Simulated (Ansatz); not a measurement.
Reactions of `OB(F)[NH][GeH3]`.

Calculated with Ansatz (gas phase, PBE0-D4/def2-TZVP geometries, no zero-point term in ΔE). CBS: MP2 limit from def2 TZ/QZ plus the TZ coupled-cluster correction, frozen cores. This one scheme is used for every species. DFT in def2-TZVPP. B3LYP here is the variant with VWN-RPA as its local correlation; programs differ in this. For Br, Ge outer-core shells are correlated without core-valence functions, which leaves a few kJ/mol of doubt a bond. Scalar relativity is left out up to krypton. Each species was taken in one conformer, which may not be the lowest.

| reaction | B3LYP-D4 (kJ/mol) | CCSD/CBS(def2) (kJ/mol) | ωB97M-V (kJ/mol) | CCSD(T)/CBS(def2) (kJ/mol) |
| --- | --- | --- | --- | --- |
| `OB(F)[NH][GeH3]` + `CNC` → `CN(C)B(O)F` + `[NH2][GeH3]` | 11 | 13 | 11 | 11 |
| `OB(F)[NH][GeH3]` + `[SiH3]S` → `OB(F)S[SiH3]` + `[NH2][GeH3]` | 53 | 56 | 53 | 53 |
| `OB(F)[NH][GeH3]` + H₂O → `OB(O)F` + `[NH2][GeH3]` | -14 | -10 | -14 | -9 |
| `OB(F)[NH][GeH3]` + `O[SiH3]` → `O[SiH2]B(O)F` + `[NH2][GeH3]` | 137 | 142 | 141 | 139 |
| `OB(F)[NH][GeH3]` + `F[SiH]1CN1` → `F[SiH]1C[N]1[GeH3]` + `NB(O)F` | -13 | -11 | -8 | -11 |
| `OB(F)[NH][GeH3]` + HBr → `[GeH3][Br]` + `NB(O)F` | -68 | -65 | -67 | -63 |
| `OB(F)[NH][GeH3]` + `O[SiH](F)F` → `F[SiH](F)[O][GeH3]` + `NB(O)F` | -30 | -26 | -27 | -25 |
| `OB(F)[NH][GeH3]` + `CNC` → `C[N](C)[GeH3]` + `NB(O)F` | 15 | 16 | 17 | 15 |
| `OB(F)[NH][GeH3]` + `N=C1O[SiH2]1` → `[GeH3]/[N]=C1\O[SiH2]1` + `NB(O)F` | -1 | 4 | 4 | 2 |
| `OB(F)[NH][GeH3]` + `N=CO` → `N=[C](O)[GeH3]` + `NB(O)F` | 32 | 36 | 33 | 34 |

Largest T1 diagnostic: 0.017, for `N=C1O[SiH2]1`.
